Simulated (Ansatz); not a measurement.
Born–Oppenheimer molecular dynamics of a periodic cell of 21 atoms, H12CO8 (contents 6 H2O + 1 CO2, density as packed 0.79 g/cm³ with natural masses). It starts from a partly relaxed structure (largest force component 0.82 eV/Å).

The calculation used Ansatz, DFT PBE, scalar-relativistic, plane waves, PAW. Settings: cutoff 420 eV, k mesh 1x1x1, fermi-dirac smearing 0.05 eV, no spin polarisation.

```
ensemble        : NVT, Langevin thermostat
time step       : 0.5 fs
steps asked     : 300
set temperature : 1500 K
friction        : 0.02 /fs
seed            : 803713
```

First frame:

```xyz
21
Lattice="6.8385 0.0000 0.0000 0.0000 6.8385 0.0000 0.0000 0.0000 6.8385" Properties=species:S:1:pos:R:3
O 2.531 5.207 2.392
H 2.314 6.073 2.008
H 1.891 4.584 1.970
O 0.311 3.603 1.535
H -0.228 4.236 1.026
H 0.157 2.753 1.052
O 6.418 1.378 6.697
H 6.237 0.525 7.166
H 5.685 1.380 6.023
O 1.922 2.000 4.227
H 1.712 2.954 4.325
H 1.174 1.567 4.702
O 4.551 1.055 4.660
H 3.638 1.417 4.547
H 4.523 0.178 4.238
O 6.872 4.447 4.261
H 7.518 5.181 4.136
H 6.802 4.061 3.356
C 4.218 4.550 -0.050
O 3.398 3.808 -0.416
O 5.059 5.294 0.298
```

Q: What does the run give?

A: All steps were run.

| Property | Result |
| --- | --- |
| steps done | 300 |
| time covered | 150 fs |
| mean temperature over the second half | 1271 K |
| spread of the potential energy over the second half | 17.6 meV per atom |
| mean potential energy of the second half above the start | 129.8 meV per atom |

The mean temperature of the second half is 15 % below the set value. A run of 0.15 ps of so small a system gives no equilibrium averages. Limits of this set-up: coarse k mesh.

Q: What happens to the structure?

A: Mean squared displacements from the first frame to the last, about the centre of mass: O 1.35 Å², H 1.95 Å², C 0.78 Å². The details hang on the random start.

Q: How do temperature and energy run in time?

A: 
```
time (fs)  T (K)  potential energy less start (eV)
      0.0   1429                             0.000
      7.5    766                             1.894
     15.0    887                             1.696
     22.5    977                             1.848
     30.0   1019                             1.999
     37.5   1025                             2.108
     45.0    890                             2.581
     52.5   1253                             1.949
     60.0   1135                             2.382
     67.5   1464                             2.676
     75.0   1512                             2.376
     82.5   1367                             2.490
     90.0   1178                             2.719
     97.5    945                             3.144
    105.0   1500                             2.423
    112.5   1215                             3.001
    120.0   1213                             2.261
    127.5   1360                             2.418
    135.0   1265                             2.970
    142.5   1244                             3.113
    150.0   1717                             2.648
```

Time of the run: 5.3 min on 1 thread of AMD EPYC 7B13 (Zen 3), with other jobs on the host, peak memory 0.43 GiB.
